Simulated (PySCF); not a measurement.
## Simulated characterisation data

PySCF calculation with GFN2-xTB geometry and GIAO PBE0/pcSseg-1 shieldings; single conformer, no relativistic terms, rapidly exchanging positions averaged, in vacuum.

Shifts are taken against calculated references (same method and geometry level): 1H (31.72 ppm), 13C (186.93 ppm) against TMS. Splittings of carbon signals by F and P are missing where no couplings were computed. Where no couplings were computed, multiplicities follow the n + 1 count of equivalent neighbours, and m marks all less simple cases (inequivalent or close neighbours, rings, F or P nearby). Acid and N–H amide carbonyl carbons lie up to 10 ppm further downfield in solution (hydrogen bonding). Shifts are as computed. Against solution values, carbons near 30 ppm lie about +3 ppm off and those near 130 ppm about +5 ppm. Of 1211 compounds with measured shifts, 218 miss one by over three times the rms of a fit or turn the order of signals round; such compounds aren't used in these exercises. OH and NH positions are gas-phase values without hydrogen bonding to other molecules.

**1.** `CN(C)C1=CCOC1`, C6H11NO. 1H NMR (600 MHz, computed): δ 5.17 (m, 2H), 4.97 (s, 2H), 4.21 (t, 1H), 2.64 (s, 6H). 13C{1H} NMR (computed): δ 151.9 (C), 95.4 (CH), 82.4 (CH2), 79.3 (CH2), 42.3 (CH3).

**2.** `C(C(C(=C=C)CCC)=O)(F)(F)F`, C8H9F3O. 1H NMR (600 MHz, computed): δ 5.68 (s, 2H), 2.24 (m, 2H), 1.41 (m, 2H), 1.09 (t, 3H). 13C{1H} NMR (computed): δ 235.0 (C), 188.5 (C), 126.2 (C), 107.1 (C), 84.7 (CH2), 34.6 (CH2), 28.6 (CH2), 17.0 (CH3).

**3.** SMILES CC/C=C\NC(C)=O, C6H11NO. 1H NMR (600 MHz, computed): δ 7.10 (m, 1H), 6.34 (br, 1H), 5.01 (m, 1H), 1.96 (s, 3H), 1.94 (m, 2H), 1.01 (t, 3H). 13C{1H} NMR (computed): δ 166.4 (C), 128.7 (CH), 112.5 (CH), 24.4 (CH3), 23.5 (CH2), 17.3 (CH3).

**4.** `InChI=1S/C5H5N3O/c1-4(9)5-2-3-6-8-7-5/h2-3H,1H3`. 1H NMR (600 MHz, computed): δ 9.66 (d, 1H), 7.97 (d, 1H), 3.24 (s, 3H). 13C{1H} NMR (computed): δ 206.4, 156.0, 152.9, 118.9, 30.3.
